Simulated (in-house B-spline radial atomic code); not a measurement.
Results of a calculation; reference values are marked as such.
# Sc in an electron gas of r_s = 1.65: phase shifts, screening and friction

A nucleus sits in a uniform electron gas with a rigid positive background. The Kohn-Sham equations are solved self-consistently in the spin-unpolarised LDA (PW92), non-relativistic, on B-splines with outgoing waves at the boundary and partial waves to l = 8. The model has no lattice, no bands and no magnetic solution. Atomic units; δ_l are the phase shifts at the Fermi level, counted so that each bound state adds π, and good to about 0.0005.

The density parameter is r_s = 1.65 bohr.

```
l  δ_l (rad)
0     8.1054
1     5.6878
2     1.4233
3     0.0694
4     0.0163
5     0.0040
6     0.0008
7     0.0001
8    -0.0001
```

Bound levels below the band bottom (hartree): s -159.2, s -16.18, p -13.22, s -1.119, p -0.3998.

Q: Check the Friedel sum rule, and say where the screening charge sits.

A: k_F = (9π/4)^(1/3)/r_s = 1.16313. The rule is Z = (2/π) Σ (2l + 1) δ_l. The terms are s 5.160, p 10.863, d 4.531, f 0.309 and 0.128 beyond, in all 20.991 against Z = 21. Bound states hold 6 s, 12 p, 0 d electrons, so the scattering states carry 2.99 in all; where a term is smaller than its bound count, the bound level has drawn weight out of the band.

Q: Find the transport cross section and the electronic stopping of a 5 keV Sc ion (mass 44.96 u).

A: σ_tr = (4π/k_F²) Σ (l + 1) sin²(δ_l − δ_(l+1)). The terms for l = 0 to 3 are 0.4387, 1.6249, 2.8611, 0.0113, all together 4.9368, so σ_tr = 9.289 × 4.9368 = 45.857 bohr². With n = 3/(4π r_s³) = 0.05314, the friction coefficient is Q = n k_F σ_tr = 2.8346. For v well below v_F = 1.163, dE/dx = Q v; with 24801 eV per u at v = 1, v = √(5000/(24801 × 44.96)) = 0.0670, so dE/dx = 0.18981 hartree/bohr = 97.6 eV/nm. The largest term couples the d and f waves.
